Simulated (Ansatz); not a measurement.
Ideal-gas functions of Cl3FMoS, SMILES `[F][Mo](=[S])([Cl])([Cl])[Cl]` at 600 K and 1 bar, from an Ansatz frequency run at PBE0-D4/def2-TZVP.

Molar mass 253.36 g/mol, point group Cs (symmetry number 1), electronic degeneracy 1, moments of inertia 402.515, 507.489, 574.181 u Å². Harmonic wavenumbers (cm⁻¹, unscaled): 73, 156, 158, 185, 187, 214, 274, 336, 410, 413, 622, 665.

Use S(trans) = R[1.5 ln M + 2.5 ln T − 1.1517]; rotational temperatures θ = 24.2544 K / I; S(rot) = R[ln(√π/σ · √(T³/θAθBθC)) + 1.5]; for each mode x = 1.438777 ν̃/T, S = R[x/(eˣ − 1) − ln(1 − e⁻ˣ)] and H = RT x/(eˣ − 1); 1 cm⁻¹ = 0.0119627 kJ/mol; R = 8.31446 J/(mol·K).

Question: By hand: the entropy, in J/(mol·K).

Answer: Translation 192.4. Rotation: θ = 0.0603, 0.0478, 0.0422 K, giving 134.5. Vibration, mode by mode: 22.81, 16.54, 16.43, 15.14, 15.05, 13.95, 11.95, 10.33, 8.78, 8.73, 5.72, 5.26, in all 150.7. Electronic 0.0. Sum 477.6 J/(mol·K).

Question: By hand: H − E and G − E in kJ/mol, counted from the electronic energy.

Answer: Zero-point energy ½ × 3693 × 0.0119627 = 22.1; thermal vibration 41.3; translation, rotation and pV give 4 RT = 20.0. H − E = 83.4 kJ/mol, and G − E = 83.4 − 600 × 477.6/1000 = -203.2 kJ/mol.

Vibration gives 32 % of the entropy, 22.8 J/(mol·K) of it from the mode under 150 cm⁻¹: soft modes count most, and the harmonic formula is weakest for them.
